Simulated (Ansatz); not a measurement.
Two isomers of C2H9NSSi: A = `C[SiH](N)CS`, B = `NC(S)C[SiH3]`.

Gas-phase electronic energies from Ansatz, PBE0-D4/def2-TZVP geometries. CBS: MP2 limit from def2 TZ/QZ plus the TZ coupled-cluster correction, frozen cores. DFT in def2-TZVPP. B3LYP here is the variant with VWN-RPA as its local correlation; programs differ in this. Each species was taken in one conformer, which may not be the lowest.

A:

```xyz
14

C    -0.2127   -1.7266   -0.3705
Si   -0.1974   -0.1513    0.6199
N    -1.5147    0.8277    0.0839
C     1.3870    0.8225    0.3537
S     1.5695    1.3582   -1.3677
H     0.6019   -2.3835   -0.0558
H    -1.1499   -2.2719   -0.2334
H    -0.0838   -1.5126   -1.4337
H    -0.2553   -0.4683    2.0816
H    -1.7599    1.6698    0.5804
H    -2.3409    0.3804   -0.2793
H     1.4520    1.6789    1.0304
H     2.2405    0.1753    0.5737
H     0.2635    1.6014   -1.5832
```

B:

```xyz
14

N     1.304   -0.271   -1.705
C     0.152   -0.100   -0.849
S    -0.621    1.513   -1.187
C     0.414   -0.173    0.656
Si   -1.116   -0.050    1.756
H     1.729   -1.178   -1.544
H     1.998    0.440   -1.503
H    -0.573   -0.874   -1.118
H    -0.738    1.327   -2.511
H     1.129    0.606    0.944
H     0.897   -1.134    0.869
H    -0.776   -0.562    3.112
H    -1.595    1.348    1.888
H    -2.204   -0.893    1.191
```

**Question.** Which isomer does CCSD(T)/CBS put lower? Give the gap. (An estimate is asked.)

**Answer.** Computed: A, by 39.4 kcal/mol.

**Question.** Give E(B) − E(A) in kcal/mol with B3LYP-D4, B3LYP, PBE0-D4, B2PLYP, CCSD/def2-TZVPP, MP2/def2-TZVPP, PBE-D4. (Best estimate.)

**Answer.** Ansatz gave: B3LYP-D4 39.5, B3LYP 39.4, PBE0-D4 38.8, B2PLYP 39.7, CCSD/def2-TZVPP 38.7, MP2/def2-TZVPP 39.7, PBE-D4 37.7. None reverses the order clearly.

Largest T1 diagnostic: 0.011.

From PBE to PBE0 (25 % exact exchange), in def2-TZVPP and without D4, E(B) − E(A) moves by +1.0 kcal/mol.
